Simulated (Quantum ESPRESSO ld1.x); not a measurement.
Results of a calculation; reference values are marked as such.
Question: These are the eigenvalues of the occupied orbitals of an atom or ion with whole-number occupations (eV). Code: ld1.x of Quantum ESPRESSO 7.5. Model: scalar-relativistic Kohn-Sham, LDA (Slater exchange, Perdew-Zunger correlation), spin-polarised, spherical densities, point nucleus.

| orbital | eigenvalue |
|---|---|
| 1s up | -28429.861 |
| 1s down | -28429.795 |
| 2s up | -4845.199 |
| 2s down | -4842.896 |
| 2p up | -4424.948 |
| 2p down | -4423.147 |
| 3s up | -1431.344 |
| 3s down | -1428.762 |
| 3p up | -1293.384 |
| 3p down | -1290.771 |
| 3d up | -1084.176 |
| 3d down | -1081.136 |

Which element is it, and in what charge state? The configuration may be excited. Open shells, if any, are filled with parallel spins first.

Answer: Z = 49, indium, charge +22: In22+ in [Ar] 3d9. The list shows which subshells hold electrons but not how many an open one holds; the 1s level, -1044.8 hartree, gives Z - s = 45.7 by -(Z - s)^2/2, which with screening and relativity narrows Z to a few neighbours, and the depths of the outer levels then fix element, charge and occupations together.
